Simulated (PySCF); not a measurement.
Bonding in `COC(=O)c1cnn([SiH3])n1`

Compound: C4H7N3O2Si.
Atom-mapped SMILES: `[CH3:1][O:2][C:3](=[O:4])[c:5]1[cH:6][n:7][n:8]([SiH3:9])[n:10]1` (hydrogens: H11, H12, H13 on C1; H14 on C6; H15, H16, H17 on Si9)

Geometry (PBE0-D3(BJ)/def2-SVP, Å), atoms numbered from 1 in this order:
```xyz
17
C4H7N3O2Si angstrom
C      3.2732    1.2262   -0.0773
O      1.9038    0.9109    0.0995
C      1.5542   -0.3292   -0.2300
O      2.3183   -1.1619   -0.6493
C      0.1152   -0.5896   -0.0302
C     -0.5697   -1.7960   -0.2943
N     -1.8414   -1.6250    0.0174
N     -1.9060   -0.3667    0.4499
Si    -3.4209    0.4191    1.0258
N     -0.7629    0.2902    0.4383
H      3.3903    2.2693    0.2373
H      3.9092    0.5688    0.5340
H      3.5689    1.1095   -1.1305
H     -0.1840   -2.7346   -0.6849
H     -3.6777    1.5988    0.1597
H     -3.2081    0.8336    2.4368
H     -4.4793   -0.6112    0.8987
```

Bond orders from the PBE0/pcSseg-1 density (PySCF). The structure is a single PBE0-D3(BJ)/def2-SVP conformer in the gas phase; no vibrational or solvent corrections.

How far do the computed orders between heavy atoms stray from the drawn ones?

The largest departure is 0.317, at N7–N8 (drawn aromatic, 1.183), counting aromatic bonds as 1.5. Drawn single, order above 1.12: O2–C3 (1.131). Drawn single, order below 0.88: C1–O2 (0.871) and N8–Si9 (0.726). The bonds drawn aromatic range from 1.18 to 1.55.

Set the Mayer orders of the bonds beside their lengths.

| bond | drawn as | length (Å) | Mayer order |
| --- | --- | --- | --- |
| C1–O2 | single | 1.416 | 0.871 |
| O2–C3 | single | 1.330 | 1.131 |
| C3–O4 | double | 1.205 | 1.933 |
| C3–C5 | single | 1.476 | 0.928 |
| C5–C6 | aromatic | 1.412 | 1.271 |
| C6–N7 | aromatic | 1.320 | 1.551 |
| N7–N8 | aromatic | 1.332 | 1.183 |
| N8–Si9 | single | 1.801 | 0.726 |
| N8–N10 | aromatic | 1.319 | 1.242 |
| N10–C5 | aromatic | 1.328 | 1.430 |
| C1–H11 | single | 1.096 | 0.967 |
| C1–H12 | single | 1.100 | 0.961 |
| C1–H13 | single | 1.100 | 0.961 |
| C6–H14 | single | 1.087 | 0.983 |
| Si9–H15 | single | 1.486 | 0.940 |
| Si9–H16 | single | 1.486 | 0.940 |
| Si9–H17 | single | 1.482 | 0.947 |

Bonds between the same two heavy elements. C–O: lowest C1–O2 (0.871, 1.416 Å), highest C3–O4 (1.933, 1.205 Å). C–C: lowest C3–C5 (0.928, 1.476 Å), highest C5–C6 (1.271, 1.412 Å). C–N: lowest N10–C5 (1.430, 1.328 Å), highest C6–N7 (1.551, 1.320 Å). N–N: lowest N7–N8 (1.183, 1.332 Å), highest N8–N10 (1.242, 1.319 Å).

Sum the orders of all bonds at each heavy atom with more than one neighbour and set the sums beside the valence in the SMILES.

C1 3.760 (drawn 4), O2 2.002 (drawn 2), C3 3.992 (drawn 4), C5 3.629 (drawn 4), C6 3.805 (drawn 4), N7 2.734 (drawn 3), N8 3.151 (drawn 3), Si9 3.553 (drawn 4), N10 2.672 (drawn 3). Orders between atoms that aren't bonded are not in these sums.

Mayer orders depend on the basis set.
